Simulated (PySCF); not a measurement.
BClH, SMILES [BH]Cl (connectivity only; charge and spin as stated), charge +1, multiplicity 1.

Coordinates come from a TPSSh-D3(BJ)/def2-TZVPD optimisation. The spin state was assumed, not searched. The isomer is the one that the SMILES or the coordinates give; other isomers of the formula were not compared.

Calculation: TDDFT-M06-2X/def2-TZVPD run with PySCF.

Vertical excitations; the highest root listed may be one member of a degenerate set.  State labels are in the subgroup C2v.

```json
[
 {"state": "S1", "symmetry": "A2", "energy (eV)": "6.93", "λ (nm)": "179", "f": "0.000", "main pairs": "HOMO−1→LUMO+1 50 %, HOMO→LUMO 50 %"},
 {"state": "S2", "symmetry": "A2", "energy (eV)": "7.18", "λ (nm)": "173", "f": "0.000", "main pairs": "HOMO→LUMO, HOMO−1→LUMO+1 (degenerate set)"},
 {"state": "S3", "symmetry": "A1", "energy (eV)": "7.18", "λ (nm)": "173", "f": "0.000", "main pairs": "HOMO−1→LUMO, HOMO→LUMO+1 (degenerate set)"},
 {"state": "S4", "symmetry": "B1", "energy (eV)": "8.90", "λ (nm)": "139", "f": "0.011", "main pairs": "HOMO−2→LUMO (degenerate set)"},
 {"state": "S5", "symmetry": "B2", "energy (eV)": "8.90", "λ (nm)": "139", "f": "0.011", "main pairs": "HOMO−2→LUMO+1 (degenerate set)"},
 {"state": "S6", "symmetry": "A1", "energy (eV)": "9.49", "λ (nm)": "131", "f": "0.342", "main pairs": "HOMO→LUMO+1 46 %, HOMO−1→LUMO 46 %"},
 {"state": "S7", "symmetry": "B1", "energy (eV)": "11.09", "λ (nm)": "112", "f": "0.010", "main pairs": "HOMO−1→LUMO+2, HOMO−3→LUMO (degenerate set)"},
 {"state": "S8", "symmetry": "B2", "energy (eV)": "11.09", "λ (nm)": "112", "f": "0.010", "main pairs": "HOMO→LUMO+2, HOMO−3→LUMO+1 (degenerate set)"},
 {"state": "S9", "symmetry": "B2", "energy (eV)": "11.63", "λ (nm)": "107", "f": "0.131", "main pairs": "HOMO−3→LUMO+1 (degenerate set)"},
 {"state": "S10", "symmetry": "B1", "energy (eV)": "11.63", "λ (nm)": "107", "f": "0.131", "main pairs": "HOMO−3→LUMO (degenerate set)"},
 {"state": "T1", "symmetry": "A1", "energy (eV)": "6.14", "λ (nm)": "202", "f": "0", "main pairs": "HOMO→LUMO+1 49 %, HOMO−1→LUMO 49 %"},
 {"state": "T2", "symmetry": "A2", "energy (eV)": "6.69", "λ (nm)": "185", "f": "0", "main pairs": "HOMO→LUMO, HOMO−1→LUMO+1 (degenerate set)"},
 {"state": "T3", "symmetry": "A1", "energy (eV)": "6.69", "λ (nm)": "185", "f": "0", "main pairs": "HOMO−1→LUMO, HOMO→LUMO+1 (degenerate set)"},
 {"state": "T4", "symmetry": "A2", "energy (eV)": "6.97", "λ (nm)": "178", "f": "0", "main pairs": "HOMO−1→LUMO+1 49 %, HOMO→LUMO 49 %"}
]
```
Triplets are in the Tamm–Dancoff approximation, which puts them higher than full response would, so one can lie above its singlet here.
